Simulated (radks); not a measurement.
Values are calculated unless marked as measured or tabulated.
All-electron atom: Si VIII in [He] 2s2 2p3. Level of theory: scalar-relativistic Kohn-Sham, SCAN, spin-unpolarised, spherical densities, finite nucleus; meta-GGA in the generalised Kohn-Sham scheme; Fermi nuclear charge, rms radius 3.1224 fm (a radial shooting solver on a logarithmic mesh with Libxc functionals).

Unscreened Slater integrals over Kohn-Sham orbitals (cm^-1).

F0(2p,2p): 429510
F2(2p,2p): 202320
F0(2p,2s): 401980
G1(2p,2s): 236610
F0(2p,1s): 591590
G1(2p,1s): 91587
F0(2s,2s): 383860
F0(2s,1s): 538940
G0(2s,1s): 47753
F0(1s,1s): 1861800

Derived for the open shells (J is the average intra-shell exchange parameter used in DFT+U). 2p: J = F2/5 = 40460 cm^-1.
